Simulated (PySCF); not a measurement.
Diatomics of Y with the halogens

PBE with triple-zeta basis sets in PySCF, for the lowest determinant that a PBE0 search found; no spin–orbit coupling. De refers to high-spin ground-configuration atoms. A positive dipole means M(−)Y(+).

```
 M       basis  state (unpaired electrons)  Re (Å)  ωe (cm⁻¹)  De (eV)  μ (D)
 F  def2-TZVPP      singlet (closed shell)   1.930        630     7.15   1.78
Br  def2-TZVPP      singlet (closed shell)   2.540        266     4.71   2.30
 I  def2-TZVPP      singlet (closed shell)   2.765        210     3.95   2.23
```

Question: The row for M = Cl is missing. Estimate Re, ωe and De as the mean of the rows for F and Br, and compare with the calculation.

Answer: The means are 2.235 Å, 448 cm⁻¹ and 5.93 eV. PBE in def2-TZVPP gives YCl as a singlet (closed shell) with Re = 2.379 Å, ωe = 377 cm⁻¹, De = 5.32 eV, so the estimate is off by -14.4 pm, +19 % and +0.61 eV.

The metal atom is held in its measured ground configuration; semilocal functionals can put another filling of s and d lower by some tenths of an eV, and De to that atom would be smaller. These are scalar-relativistic numbers at best; spin–orbit coupling would shift them, the dissociation energy most.
